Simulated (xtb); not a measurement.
H12Si5, charge +1, doublet, at a GFN2-xTB geometry (a state made from the parent by changing its charge; the spin is typed, not shown lowest). Base run: GFN2-xTB in xtb.

Geometry (Å):
```xyz
17

Si    -0.2531    -2.1077    -1.1615
Si    -0.0049     0.0060    -0.0065
Si    -0.3720     2.1008    -1.1581
Si    -1.7064    -0.0558     1.7119
Si     2.3350     0.0581     0.6113
H     -1.6199    -2.1019    -1.6769
H     -0.0141    -3.2486    -0.2865
H      0.7058    -2.0643    -2.2626
H     -0.1771     3.2539    -0.2878
H     -1.7431     2.0319    -1.6579
H      0.5734     2.1040    -2.2720
H     -3.0577    -0.0437     1.1661
H     -1.4463    -1.2750     2.4736
H     -1.4500     1.1217     2.5378
H      2.5324    -1.1244     1.4461
H      3.2217     0.0521    -0.5453
H      2.4949     1.2732     1.4061
```
Charge +1, spin multiplicity 2.
All else is at xtb's defaults.
Base energy -14.28592 Eh.

The base run was repeated with changes; each row names its change, and settings that it needs were set with it.

| change | ΔE vs base (kcal/mol) | G_solv (kcal/mol) | SCF cycles |
|---|---|---|---|
| base | 0.000 | - | 15 |
| etemp = 5000 | -15.01 | - | 13 |
| gbsa = toluene | -37.30 | -37.36 | 15 |
| etemp = 3000 | -6.18 | - | 13 |
| alpb = thf | -33.39 | -33.39 | 15 |

ALPB and GBSA are two models with their own fitted parameters for each solvent, which aren't always the measured dielectric constant.
